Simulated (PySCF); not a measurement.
A side-by-side comparison of computed properties.

First species: 1-pentene, C5H10.
SMILES with atom numbers: `[CH2:1]=[CH:2][CH2:3][CH2:4][CH3:5]` (hydrogens: H6, H7 on C1; H8 on C2; H9, H10 on C3; H11, H12 on C4; H13, H14, H15 on C5)

Cartesian coordinates in Å at the GFN2-xTB level; atoms count from 1:
```xyz
15
C5H10 angstrom
C      2.4531    0.9072    0.2891
C      1.6218   -0.0533   -0.0672
C      0.2725   -0.2745    0.5363
C     -0.8386   -0.1156   -0.5065
C     -2.2154   -0.3483    0.1020
H      2.2052    1.6084    1.0695
H      3.4159    1.0343   -0.1759
H      1.8922   -0.7426   -0.8573
H      0.1099    0.4330    1.3519
H      0.2245   -1.2870    0.9487
H     -0.7905    0.8907   -0.9287
H     -0.6743   -0.8251   -1.3207
H     -2.4030    0.3632    0.9032
H     -2.9921   -0.2296   -0.6500
H     -2.2858   -1.3529    0.5140
```

Second species: C5H6NOPSi.
Cartesian coordinates in Å at the GFN2-xTB level; atoms count from 1:
```
atom  x, y, z in Å
O1    -1.7685    1.8546    0.1432
C2    -0.6175    1.9523    0.5079
C3     0.3396    0.8670    0.4012
P4     1.9716    1.1626    0.9756
C5     2.6210   -0.4206    0.6061
N6     2.0070   -1.4415    0.0696
C7     0.7346   -1.4071   -0.2857
C8    -0.1268   -0.3250   -0.1533
Si9   -1.9406   -0.4348   -0.7141
H10   -0.2382    2.8909    0.9475
H11    3.6660   -0.5964    0.8462
H12    0.3661   -2.3293   -0.7169
H13   -2.1765    0.4340   -1.8604
H14   -2.8358   -0.3772    0.4347
H15   -2.0065   -1.8216   -1.2234
```

Levels: CAM-B3LYP/def2-SVPD for dipole moment, HOMO energy, LUMO energy, HOMO–LUMO gap, static isotropic polarisability and electronic spatial extent ⟨r²⟩ about the centre of nuclear charge; TDDFT CAM-B3LYP/def2-SVPD for lowest singlet excitation; TDA CAM-B3LYP/def2-SVPD for lowest triplet excitation (Tamm–Dancoff); GFN2-xTB for rotational constant A and rotational constant C. Geometries: GFN2-xTB. Each structure is a single optimised conformer of the isolated species, non-relativistic unless stated. Electronic properties by PySCF.

The conformers computed, where there is a choice (atom-mapped SMILES and torsion angles):
- `[CH2:1]=[CH:2][CH2:3][CH2:4][CH3:5]`: C1–C2–C3–C4 118°, C2–C3–C4–C5 180°
- `[O:1]=[CH:2][c:3]1[p:4][cH:5][n:6][cH:7][c:8]1[SiH3:9]`: O1–C2–C3–P4 180°

```
                                                         property    column X    column Y
                                                    dipole moment      0.41 D      1.94 D
                                                      HOMO energy    -8.73 eV    -8.94 eV
                                                      LUMO energy     1.50 eV    -2.13 eV
                                                    HOMO–LUMO gap    10.23 eV     6.81 eV
                                        lowest singlet excitation     7.35 eV     3.39 eV
                         lowest triplet excitation (Tamm–Dancoff)     4.51 eV     2.88 eV
                                  static isotropic polarisability     62.9 au    118.0 au
electronic spatial extent ⟨r²⟩ about the centre of nuclear charge   627 bohr²  1553 bohr²
                                            rotational constant A  17.975 GHz   2.052 GHz
                                            rotational constant C   2.138 GHz   0.698 GHz
```

Q: Which column belongs to which species?

A: Column X is the first species and column Y the second. The first has 15 atoms and 40 electrons, the second 15 and 80.

Q: How does each property change from the first species to the second?

A: dipole moment +1.53 D; HOMO energy -0.21 eV; LUMO energy -3.63 eV; HOMO–LUMO gap -3.42 eV; lowest singlet excitation -3.96 eV; lowest triplet excitation (Tamm–Dancoff) -1.63 eV; static isotropic polarisability +55.1 au; electronic spatial extent ⟨r²⟩ about the centre of nuclear charge +926 bohr²; rotational constant A -15.923 GHz; rotational constant C -1.440 GHz.

On the first: The dipole matches unit charges of opposite sign 0.09 Å apart (1 e·Å = 4.8032 D). The vertical singlet–triplet gap S1 − T1 is 2.84 eV (TDDFT singlet less Tamm–Dancoff triplet).

On the second: The polarisability is 17.48 Å³ as a volume (1 au = 0.148185 Å³), or 1.47 au for each of the 80 electrons. The vertical singlet–triplet gap S1 − T1 is 0.51 eV (TDDFT singlet less Tamm–Dancoff triplet; S1: HOMO→LUMO, weight 0.95; T1: HOMO−1→LUMO, weight 0.75).
